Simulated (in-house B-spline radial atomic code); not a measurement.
Inner levels of scandium as electrons are removed. A shift is the extra binding of the orbital against the neutral atom ([Ar] 3d3/2(1) 4s2). The density at the nucleus is averaged over the nuclear charge. Computed with an all-electron radial atomic-structure program (B-spline basis): Dirac-Hartree-Fock, jj configuration that fills j = l - 1/2 first, finite nuclei.

A number in brackets counts the electrons of a j subshell.

```
  ion               configuration  shift of 1s1/2 (eV)  radius of 1s1/2 (bohr)  Σ<r²> (bohr²)  change of density at nucleus (bohr⁻³)
Sc11+                [He] 2s2 2p6               280.27                0.072921        0.94924                                -57.089
Sc12+  [He] 2s2 2p1/2(2) 2p3/2(3)                    ?                       ?              ?                                      ?
Sc13+  [He] 2s2 2p1/2(2) 2p3/2(2)                    ?                       ?              ?                                      ?
Sc14+  [He] 2s2 2p1/2(2) 2p3/2(1)               582.48                0.072635        0.53952                                 35.088
Sc15+           [He] 2s2 2p1/2(2)               691.98                0.072521        0.42731                                 69.297
Sc16+           [He] 2s2 2p1/2(1)               806.54                0.072393        0.32538                                 104.56
Sc17+                    [He] 2s2               925.61                0.072256        0.23264                                 141.58
Sc18+                    [He] 2s1              1030.94                0.072241         0.1201                                -198.19
Sc19+                         1s2                    ?                       ?              ?                                      ?
Sc20+                         1s1              1494.59                0.070866      0.0067093                               -3766.88
```

Q: Fill in the row of Sc12+.

A: shift of 1s1/2 (eV): 376.58; radius of 1s1/2 (bohr): 0.072835; Σ<r²> (bohr²): 0.79888; change of density at nucleus (bohr⁻³): -28.087.

Q: Fill in the row of Sc13+.

A: shift of 1s1/2 (eV): 477.34; radius of 1s1/2 (bohr): 0.07274; Σ<r²> (bohr²): 0.66289; change of density at nucleus (bohr⁻³): 2.6328.

Q: Fill in the row of Sc19+.

A: shift of 1s1/2 (eV): 1138.93; radius of 1s1/2 (bohr): 0.07217; Σ<r²> (bohr²): 0.013949; change of density at nucleus (bohr⁻³): -561.22.
